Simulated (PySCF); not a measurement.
PySCF input for CH₄Al, SMILES [CH3][AlH+], charge +1, PBE0/pcJ-1. Geometry: PBE0-D3(BJ)/def2-TZVP. The spin state was assumed, not searched. The isomer is the one that the SMILES or the coordinates give; other isomers of the formula were not compared.

```python
import numpy as np
from pyscf import gto, scf, dft
from pyscf.prop.ssc import rks as ssc

mol = gto.M(
    atom='''
    Al    0.00000000   -0.00000000   -0.72430697
    C    -0.00000000    0.00000000    1.17449787
    H     0.89014864   -0.51392756    1.55035612
    H    -0.89014863   -0.51392755    1.55035612
    H     0.00000001    1.02785511    1.55035611
    H     0.00000000   -0.00000000   -2.28206487
    ''',
    basis='pcJ-1',
    charge=1,
    spin=0,
    max_memory=1600,
    verbose=3,
)
mf = dft.RKS(mol, xc='pbe0')
mf.grids.level = 3
mf.conv_tol = 1e-10
mf.max_cycle = 100
mf.kernel()
j = ssc.SSC(mf)
j.with_fcsd = True
j.max_cycle_cphf = 80
j.conv_tol = 1e-7
e11 = j.kernel()
```

Log of the run:

```
converged SCF energy = -280.823847105273
Reduced spin-spin coupling constant K (Hz)
               #0        #1        #2        #3        #4
        0 Al   0.00000
        1 C   47.02287   0.00000
        2 H   -0.41722  17.28360   0.00000
        3 H   -0.41746  17.28341  -0.53362   0.00000
        4 H   -0.41708  17.28354  -0.53364  -0.53393   0.00000
        5 H   63.46755   4.76268  -0.06844  -0.06844  -0.06845
               #5
        5 H    0.00000
Spin-spin coupling constant J (Hz)
               #0        #1        #2        #3        #4
        0 Al   0.00000
        1 C   96.22150   0.00000
        2 H   -3.39455 135.62295   0.00000
        3 H   -3.39648 135.62143 -16.64885   0.00000
        4 H   -3.39344 135.62251 -16.64947 -16.65876   0.00000
        5 H  516.38081  37.37235  -2.13532  -2.13530  -2.13557
               #5
        5 H    0.00000
```

Self-consistency was reached.

Cost: roughly 40 core-seconds.
